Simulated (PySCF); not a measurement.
## Diatomics of S with the 3d metals

PBE with triple-zeta basis sets in PySCF, for the lowest determinant that a PBE0 search found; no spin–orbit coupling. De refers to high-spin ground-configuration atoms. A positive dipole means M(−)S(+).

```
 M         basis  state (unpaired electrons)  Re (Å)  ωe (cm⁻¹)  De (eV)  μ (D)
Sc    def2-TZVPP               doublet (σ ↑)   2.135        560     5.60  -4.91
Ti    def2-TZVPP          triplet (σ ↑, δ ↑)   2.080        563      n/a  -4.67
 V  x2c-TZVPPall         quartet (σ ↑, δ ↑↑)   2.043        550      n/a  -4.40
Mn    def2-TZVPP    sextet (σ ↑, π ↑↑, δ ↑↑)   2.040        513     4.19  -4.95
Fe  x2c-TZVPPall    quintet (σ ↑, π ↑↑, δ ↑)   1.999        525      n/a  -4.41
Co    def2-TZVPP         quartet (π ↑↑, δ ↑)   1.980        518      n/a  -3.70
Ni  x2c-TZVPPall              triplet (π ↑↑)   1.955        523      n/a  -3.15
Cu    def2-TZVPP               doublet (π ↑)   2.061        416     3.07  -3.68
Zn    def2-TZVPP      singlet (closed shell)   2.064        453     1.66  -4.80
```

The shortest bond is that of NiS (1.955 Å), the longest that of ScS (2.135 Å).

The rows differ in basis set, which adds steps of its own.

The state changes along the series, so neighbouring rows are not always alike in their bonding.

De is left out where the level can put another filling of the metal’s s and d shells below the measured ground configuration, by anything from nothing to about 1 eV. The metal atom is held in its measured ground configuration; semilocal functionals can put another filling of s and d lower by some tenths of an eV, and De to that atom would be smaller.
